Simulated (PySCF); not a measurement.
# Finite-field polarisability of Ar (argon, neutral)

[Ar], closed-shell 1S. Calculation: PySCF 2.14, in dyall-acv3z; the non-relativistic Hamiltonian (point nucleus). Frozen: [Ne]. Energy changes in a uniform field (μhartree):

```csv
axis,F (au),HF,MP2,CCSD,CCSD(T)
x,0.0044,-101.394,-104.536,-104.080,-104.717
x,0.0088,-405.661,-418.247,-416.420,-418.975
```

Q: Derive α along x at CCSD(T) from the two fields.

A: With ΔE = −αF²/2 − γF⁴/24, α = −(16 ΔE(F) − ΔE(2F))/(6F²) = 10.82 bohr³.

Q: And the mean polarisability at each level?

A: HF 10.47, MP2 10.80, CCSD 10.75, CCSD(T) 10.82 bohr³. Reference: 11.083 ± 0.007 bohr³ (recommended; Schwerdtfeger and Nagle, table of static dipole polarizabilities (2023 update)).
